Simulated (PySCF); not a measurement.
**How methods differ on the ionisation energy of Re⁵⁵⁺**

Re⁵⁵⁺ [Ar] 3d2 [3d3/2^2, M_J = 2] → Re⁵⁶⁺ [Ar] 3d1 [3d3/2^1, M_J = 3/2], as a difference of total energies. All numbers are calculated (PySCF 2.14, the two-component X2C-1e Hamiltonian, in an even-tempered Gaussian basis (15 s from 16 bohr⁻², ratio 2.8; 12 p from 21 bohr⁻², ratio 2.8; 8 d from 21 bohr⁻², ratio 2.8; 3 f from 64 bohr⁻², ratio 3)). Correlated levels: [Ne] frozen; the 72 highest virtual spinors dropped. "Screened" scales the spin-orbit matrix elements by Boettger's factors to mimic the two-electron term; Breit and QED terms are absent.

| method | ionisation energy (eV) |
| --- | --- |
| GHF (spin-free) | 5347.6 |
| GMP2 (spin-free) | 5347.0 |
| GHF (screened spin-orbit) | 5391.1 |
| GMP2 (screened spin-orbit) | 5390.8 |

Breit and QED terms and the two-electron picture change are absent.

The spin-free rows relax to the high-spin LS determinant and lack the spin-orbit shift.

The labels give the starting determinants; with spin-orbit coupling the two ends relaxed to ⟨J²⟩ = 6.01, ⟨L²⟩ = 10.13, ⟨S²⟩ = 1.54 and ⟨J²⟩ = 3.75, ⟨L²⟩ = 6.06, ⟨S²⟩ = 0.81.

For comparison: 5388 ± 5 eV (theoretical estimate listed by NIST; NIST Atomic Spectra Database, ionization energies).
